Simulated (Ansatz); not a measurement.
Ideal-gas functions of CH$_{4}$ClFOSn (`[OH][SnH]([F])[CH2]Cl`) at 298.15 K and 1 bar, from an Ansatz frequency run at PBE0-D4/def2-TZVP.

Molar mass 205.2 g/mol, point group C1 (symmetry number 1), electronic degeneracy 1, moments of inertia 141.925, 390.392, 430.079 u Å². Harmonic wavenumbers (cm⁻¹, unscaled): 29, 111, 138, 176, 205, 285, 513, 543, 566, 618, 652, 702, 758, 885, 1125, 1169, 1427, 1992, 3106, 3178, 3868.

Use S(trans) = R[1.5 ln M + 2.5 ln T − 1.1517]; rotational temperatures θ = 24.2544 K / I; S(rot) = R[ln(√π/σ · √(T³/θAθBθC)) + 1.5]; for each mode x = 1.438777 ν̃/T, S = R[x/(eˣ − 1) − ln(1 − e⁻ˣ)] and H = RT x/(eˣ − 1); 1 cm⁻¹ = 0.0119627 kJ/mol; R = 8.31446 J/(mol·K).

By hand: the entropy, in J/(mol·K).

Translation 175.3. Rotation: θ = 0.1709, 0.0621, 0.0564 K, giving 119.1. Vibration, mode by mode: 24.67, 13.60, 11.85, 9.92, 8.74, 6.29, 2.62, 2.34, 2.14, 1.76, 1.54, 1.27, 1.02, 0.62, 0.24, 0.20, 0.07, 0.01, 0.00, 0.00, 0.00, in all 88.9. Electronic 0.0. Sum 383.3 J/(mol·K).

By hand: H − E and G − E in kJ/mol, counted from the electronic energy.

Zero-point energy ½ × 22046 × 0.0119627 = 131.9; thermal vibration 13.2; translation, rotation and pV give 4 RT = 9.9. H − E = 155.0 kJ/mol, and G − E = 155.0 − 298.15 × 383.3/1000 = 40.7 kJ/mol.

Vibration gives 23 % of the entropy, 50.1 J/(mol·K) of it from the modes under 150 cm⁻¹: soft modes count most, and the harmonic formula is weakest for them. The sum counts one conformer and one mirror image; others add a mixing term.
